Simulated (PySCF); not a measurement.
C₂ClO₂Pt (SMILES [O+]#[C-]->[Pt]([Cl])<-[C-]#[O+]), doublet, at a GFN2-xTB geometry (such geometries of metal compounds can be far from the true shape) (the multiplicity is a formal guess) (core potentials on Pt); DF-PBE0/def2-SVP in PySCF.

Here is a job for PySCF.
```python
from pyscf import gto, scf, dft

mol = gto.M(
    atom='''
Pt    0.00371783   -0.11568907    0.14753649
Cl   -1.93109576   -0.88150464   -0.35251612
O    -0.03880260    1.92335380   -1.90394946
C    -0.07715069    1.69516656   -0.78325718
O     2.83352493   -0.13392077    1.20667018
C     1.77396054   -0.07952286    0.79378428
''',
    basis='def2-svp',
    ecp={'Pt': 'def2-svp'},
    spin=1,
    verbose=4,
)

mf = dft.UKS(mol)
mf.xc = 'pbe0'
mf = mf.density_fit(auxbasis='def2-universal-jkfit')
mf.kernel()
```

What the program printed (banner, timings and long lists left out):

```
PySCF version 2.14.0

[INPUT] verbose = 4
[INPUT] num. atoms = 6
[INPUT] num. electrons = 63
[INPUT] charge = 0
[INPUT] spin (= nelec alpha-beta = 2S) = 1
[INPUT] symmetry False subgroup None
[INPUT] Mole.unit = angstrom
[INPUT] Symbol           X                Y                Z      unit          X                Y                Z       unit  Magmom
[INPUT]  1 Pt     0.003717830000  -0.115689070000   0.147536490000 AA    0.007025680478  -0.218620657906   0.278803559480 Bohr   0.0
[INPUT]  2 Cl    -1.931095760000  -0.881504640000  -0.352516120000 AA   -3.649242106709  -1.665802347133  -0.666158921294 Bohr   0.0
[INPUT]  3 O     -0.038802600000   1.923353800000  -1.903949460000 AA   -0.073326286921   3.634611922641  -3.597943034414 Bohr   0.0
[INPUT]  4 C     -0.077150690000   1.695166560000  -0.783257180000 AA   -0.145793674421   3.203400533921  -1.480141555299 Bohr   0.0
[INPUT]  5 O      2.833524930000  -0.133920770000   1.206670180000 AA    5.354586084827  -0.253073577691   2.280276162880 Bohr   0.0
[INPUT]  6 C      1.773960540000  -0.079522860000   0.793784280000 AA    3.352299576386  -0.150276426042   1.500034891185 Bohr   0.0

nuclear repulsion = 320.683836948484
number of shells = 44
number of NR pGTOs = 189
number of NR cGTOs = 106
basis = def2-svp
ecp = {'Pt': 'def2-svp'}

******** <class 'pyscf.df.df_jk.DFUKS'> ********
method = DFUKS
initial guess = minao
damping factor = 0
level_shift factor = 0
DIIS = <class 'pyscf.scf.diis.CDIIS'>
diis_start_cycle = 1
diis_space = 8
diis_damp = 0
SCF conv_tol = 1e-09
SCF conv_tol_grad = None
SCF max_cycles = 50
direct_scf = False
number electrons alpha = 32  beta = 31
XC library pyscf.dft.libxc version 7.1.2
    S. Lehtola, C. Steigemann, M. J. T. Oliveira, and M. A. L. Marques,  SoftwareX 7, 1–5 (2018)
XC functionals = pbe0
    C. Adamo and V. Barone,  J. Chem. Phys. 110, 6158 (1999)
    M. Ernzerhof and G. E. Scuseria,  J. Chem. Phys. 110, 5029 (1999)
radial grids:
    Treutler-Ahlrichs [JCP 102, 346 (1995); DOI:10.1063/1.469408] (M4) radial grids

becke partition: Becke, JCP 88, 2547 (1988); DOI:10.1063/1.454033
pruning grids: <function nwchem_prune>
grids dens level: 3
symmetrized grids: False
atomic radii adjust function: <function treutler_atomic_radii_adjust>
small_rho_cutoff = 0
Set gradient conv threshold to 3.16228e-05
tot grids = 99592
******** <class 'pyscf.df.df.DF'> ********
auxbasis = def2-universal-jkfit
init E= -794.568238919073

cycle= 1 E= -804.845430430081  delta_E= -10.3  |g|= 1.06  |ddm|= 6.05
cycle= 2 E= -792.697103025578  delta_E= 12.1  |g|= 4.04  |ddm|=  6.2
cycle= 3 E= -805.403215534527  delta_E= -12.7  |g|= 0.514  |ddm|=  5.8
cycle= 4 E= -805.448637151986  delta_E= -0.0454  |g|= 0.437  |ddm|= 0.665
cycle= 5 E= -805.516883602943  delta_E= -0.0682  |g|= 0.0983  |ddm|= 0.307
cycle= 6 E= -805.520844515306  delta_E= -0.00396  |g|= 0.0393  |ddm|= 0.126
cycle= 7 E= -805.521475626416  delta_E= -0.000631  |g|= 0.0153  |ddm|= 0.0511
cycle= 8 E= -805.521613761557  delta_E= -0.000138  |g|= 0.00616  |ddm|= 0.0213
cycle= 9 E= -805.521632954149  delta_E= -1.92e-05  |g|= 0.00342  |ddm|= 0.0107
cycle= 10 E= -805.521639419302  delta_E= -6.47e-06  |g|= 0.00111  |ddm|= 0.00589
cycle= 11 E= -805.52164001227  delta_E= -5.93e-07  |g|= 0.000515  |ddm|= 0.00138
cycle= 12 E= -805.521640180525  delta_E= -1.68e-07  |g|= 0.000223  |ddm|= 0.000778
cycle= 13 E= -805.521640247697  delta_E= -6.72e-08  |g|= 0.000118  |ddm|= 0.000672
cycle= 14 E= -805.521640272109  delta_E= -2.44e-08  |g|= 6.46e-05  |ddm|= 0.000437
cycle= 15 E= -805.521640280281  delta_E= -8.17e-09  |g|= 4.26e-05  |ddm|= 0.000314
cycle= 16 E= -805.521640281979  delta_E= -1.7e-09  |g|= 2.26e-05  |ddm|= 0.000148
cycle= 17 E= -805.521640282333  delta_E= -3.54e-10  |g|= 5.92e-06  |ddm|= 5.06e-05
Extra cycle  E= -805.521640282338  delta_E= -4.77e-12  |g|= 1.03e-05  |ddm|= 1.94e-05
converged SCF energy = -805.521640282338  <S^2> = 0.75857569  2S+1 = 2.0085574
```
